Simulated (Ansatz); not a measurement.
A structure relaxed at PBE0-D4/def2-TZVP, charge 0, multiplicity 1:

```xyz
10

Cl   -0.3692   -0.7043   -2.8600
C    -0.8922   -0.8297   -1.1548
Si    0.5493   -0.3929   -0.0418
O     0.8730    1.2597    0.0542
Si    0.4136    0.9794    1.6649
H    -1.2396   -1.8503   -0.9875
H    -1.7289   -0.1463   -1.0109
H     1.7215   -1.2313   -0.3859
H     1.4937    1.2176    2.6536
H    -0.8211    1.6981    2.0683
```

**Question.** Give its formula and SMILES.

**Answer.** CH5ClOSi2, `ClC[SiH]1O[SiH2]1`.

**Question.** Summarise the bond lengths by kind.

**Answer.** 1 × C–Cl 1.788 Å; 1 × C–Si 1.873 Å; 2 × C–H 1.090 to 1.091 Å; 2 × O–Si 1.687 to 1.698 Å; 1 × Si–Si 2.194 Å; 3 × H–Si 1.482 to 1.484 Å.

All numbers were calculated with Ansatz.
